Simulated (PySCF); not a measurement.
C₂H₅OS, SMILES [CH2]S(C)=O, multiplicity 2. Geometry optimised at B3LYP-D3(BJ)/def2-SVP. The isomer is the one that the SMILES or the coordinates give; other isomers of the formula were not compared.

Level of theory: PySCF with B3LYP-D3(BJ)/def2-SVP.

Harmonic wavenumbers (cm⁻¹): 193, 208, 269, 314, 347, 536, 617, 695, 857, 928, 949, 1120, 1285, 1346, 1420, 1438, 3046, 3129, 3171, 3180, 3272. Rotational constants (GHz): 7.366, 6.986, 4.169; symmetry number 1.

Task: Work out the zero-point energy and the ideal-gas rigid-rotor harmonic-oscillator thermochemistry at 298.15 K and 1 atm.

Result: ZPE = ½ Σ hcν = ½ × 28320 cm⁻¹ = 40.49 kcal/mol. H − E(el) = 44.75 kcal/mol. Entropy in cal/(mol K): translation 38.94, rotation 24.82, vibration 10.23, spin 1.38, total 75.37. G − E(el) = 22.28 kcal/mol. Cp = 21.79 cal/(mol K).
